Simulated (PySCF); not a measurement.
**Ionising SeF**

UHF-MP2; PySCF, scalar-relativistic core potentials, basis sets Se aug-cc-pVDZ-PP with ECP10, F aug-cc-pVDZ. Neutral (UHF): doublet (π ↑), Re = 1.780 Å, ωe = 678 cm⁻¹, De = 3.33 eV.

SeF⁻ (RHF): singlet (closed shell), Re = 1.881 Å, ωe = 555 cm⁻¹, De = 2.04 eV to Se + F⁻. The energies at the minima are -471.59754 hartree for SeF and -471.68030 for SeF⁻.

Task: Work out the adiabatic electron affinity, without and with harmonic zero-point energies (1 hartree = 27.2114 eV, 1 eV = 8065.5 cm⁻¹), and the change of the bond length.

Result: At MP2: 0.08276 hartree = 2.252 eV between the minima; the zero-point term (678.0 − 555.0)/2 cm⁻¹ = +0.008 eV makes it 2.260 eV. Re changes by +10.1 pm against the neutral. The electron enters a π orbital, and the longer bond of the ion fits an antibonding orbital, or a change in how ionic the bond is.

Correlated steps freeze 5 core orbitals. Correlated levels converge slowly with the basis: in double zeta they bind strong bonds too weakly, by up to about 1 eV, and carry superposition errors of some tenths. For an ion De counts to the pair picked by the measured ionisation energies or electron affinities, which need not be the lowest pair at this level. Where the molecule has an RHF reference, its open-shell atoms are computed with UHF. States were picked by a PBE0 search and need not be the measured ground states.

Neutral and ion stand on different kinds of reference determinant, which adds to the error of the difference.
